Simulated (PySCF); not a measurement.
CH3FMg. Atoms are numbered in the order given.

```xyz
6

Mg     0.0000     0.0000    -0.1335
F      0.0000     0.0000    -1.8946
C      0.0000     0.0000     1.9371
H      0.8797     0.5079     2.3438
H      0.0000    -1.0158     2.3438
H     -0.8797     0.5079     2.3438
```

Geometry optimised at r2SCAN-D4/def2-TZVP.

Method: PySCF with TDDFT-M06-2X/def2-SVPD.

Vertical excitations; the highest root listed may be one member of a degenerate set. The molecule is in vacuum. State labels are in the subgroup Cs.

Computed UV-visible absorptions:
```
state  symmetry  energy (eV)  λ (nm)      f                                 main pairs
-----  --------  -----------  ------  -----  -----------------------------------------
S1           A'         5.75     216  0.244                             HOMO→LUMO 96 %
S2           A'         6.37     195  0.103               HOMO→LUMO+2 (degenerate set)
S3           A"         6.37     195  0.103               HOMO→LUMO+1 (degenerate set)
S4           A'         7.47     166  0.016                           HOMO→LUMO+3 88 %
S5           A'         7.93     156  0.044               HOMO−1→LUMO (degenerate set)
S6           A"         7.93     156  0.044               HOMO−2→LUMO (degenerate set)
S7           A"         8.33     149  0.059               HOMO→LUMO+5 (degenerate set)
S8           A'         8.33     149  0.059               HOMO→LUMO+4 (degenerate set)
S9           A"         8.72     142  0.044               HOMO−4→LUMO (degenerate set)
S10          A'         8.72     142  0.044               HOMO−3→LUMO (degenerate set)
T1           A'         4.70     264      0                             HOMO→LUMO 87 %
T2           A'         6.01     206      0  HOMO→LUMO+2, HOMO→LUMO+4 (degenerate set)
T3           A"         6.01     206      0  HOMO→LUMO+1, HOMO→LUMO+5 (degenerate set)
T4           A'         7.27     171      0                           HOMO→LUMO+3 82 %
```
Triplets are in the Tamm–Dancoff approximation, which puts them higher than full response would, so one can lie above its singlet here.
